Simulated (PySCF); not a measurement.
## State search for NaTl

Unrestricted PBE0; Na cc-pVDZ, Tl cc-pVDZ-PP with ECP60; scalar-relativistic core potentials (PySCF 2.14). Outer shells of the fragments: Na 3s1; Tl 5d10 6s2 6p1.

Followed along the bond (rough minima from three points):

| 2Ms+1 | unpaired | ⟨S²⟩ at the start | R at minimum (Å) | Te (eV) |
| --- | --- | --- | --- | --- |
| 1 | none | 0.00 | 3.27 | 0.00 |
| 3 | σ ↑, π ↑ | 2.00 | 3.15 | 0.28 |
| 1 | σ ↑, π ↓ | 1.00 | 3.29 | 0.46 |
| 3 | σ ↑↑ | 2.00 | none in the scan | ≤ 0.87 |
| 3 | π ↑↑ | 2.00 | none in the scan | ≤ 1.40 |

Solutions found at the starting distance of 3.005 Å, counted from the lowest of them; the search is not exhaustive and high or unbound solutions are not listed, so other states can lie among these:

| 2Ms+1 | unpaired | term | E (eV) | ⟨S²⟩ | ⟨Lz²⟩ | μ (D) |
| --- | --- | --- | --- | --- | --- | --- |
| 1 | none | ¹Σ⁺ | 0.00 | 0.00 | 0.00 | -1.22 |
| 3 | σ ↑, π ↑ | ³Π | 0.23 | 2.00 | 1.00 | -3.64 |
| 1 | σ ↑, π ↓ | mixed | 0.43 | 1.00 | 1.00 | -3.19 |
| 3 | σ ↑↑ | ³Σ⁺ | 1.09 | 2.00 | 0.00 | 4.36 |
| 3 | π ↑↑ | ³Σ⁻ | 1.39 | 2.00 | 0.00 | -6.76 |
| 3 | π ↑↑ | mixed | 3.11 | 2.00 | 2.00 | 2.62 |

A term symbol is given only where ⟨S²⟩ and ⟨Lz²⟩ are close to those of a pure state; real π, δ and φ orbitals otherwise mix terms. A positive dipole means Na(−)Tl(+).

Problem. Compare the gap between the two lowest followed solutions at the starting distance with the gap between their minima.

Solution. At PBE0 the second solution (triplet, unpaired electrons σ ↑, π ↑) lies +0.23 eV from the first (singlet, closed shell) at 3.005 Å and +0.28 eV at the minima; the two curves relax by different amounts, since their minima lie near 3.15 and 3.27 Å.

Spin–orbit coupling is left out, which matters for elements this heavy, above all for dissociation energies. Counting both spins, an empty level lies below a filled one in some of these solutions, because spin and occupation are held.
